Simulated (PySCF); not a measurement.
**Polarisability and C₆ of Tc (technetium, neutral)**

[Kr] 4d5 5s2, high-spin 6S determinant. Computed with PySCF 2.14 in dyall-av2z (22s15p11d2f, 136 functions), with no relativity, point nucleus. Coupled (time-dependent) response in atomic units; α is the mean over directions. A double-zeta set is small for polarisabilities.

| method | mean α (bohr³) | C₆ (like pair) | S(−4) |
| --- | --- | --- | --- |
| BP86 | 92.38 | 1055 | 5114 |

S(−4) is the Cauchy moment in α(ω) = α(0) + S(−4) ω² + …

Reference α: 79 ± 10 bohr³ (recommended; Schwerdtfeger and Nagle, table of static dipole polarizabilities (2023 update)). Published C₆: 939.0 (Gould and Bucko (2016)).

α(iu) at BP86:

```csv
u (hartree),α(iu) (bohr³)
0,92.38
0.0500,81.76
0.100,63.11
0.200,36.64
0.300,23.71
0.500,13.10
0.750,8.139
1.00,5.753
1.50,3.411
2.00,2.278
3.00,1.224
5.00,0.5176
```

A non-relativistic calculation at this Z misses sizeable relativistic shifts.
